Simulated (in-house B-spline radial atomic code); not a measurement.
A fraction x of an electron is moved 3d → 4f in the ruthenium ion Ru²⁺, starting from [Kr] 4d6 and keeping the highest spin. Method: scalar-relativistic (X2C) r2SCAN, spin-polarised, spherical fractional occupations, Fermi nucleus of rms radius 4.4809 fm. Calculated with a radial B-spline atomic code at the basis-set limit.

```csv
x,E(x) - E(0) (eV),3d down level (eV),4f up level (eV)
0,0.0000,-295.379,-
0.125,36.6073,-299.132,-4.682
0.25,73.6250,-302.874,-5.025
0.375,111.0722,-306.607,-5.295
0.5,148.9542,-310.330,-5.529
0.625,?,?,?
0.75,?,?,?
0.875,265.2226,-321.419,-6.125
1,304.8523,-325.080,-6.301
```

(1) What belongs in the row x = 0.625?

(2) What belongs in the row x = 0.75?

(3) Check Janak's theorem between x = 0.125 and 0.25.

Answers

(1) An energy change of 187.2729 eV; 3d down at -314.042 eV, 4f up at -5.742 eV.

(2) An energy change of 226.0291 eV; 3d down at -317.739 eV, 4f up at -5.939 eV.

(3) The slope of the energy is 296.14 eV; the orbital levels give 296.15 eV (ε of the receiving orbital less ε of the emptying one, averaged over the two points).
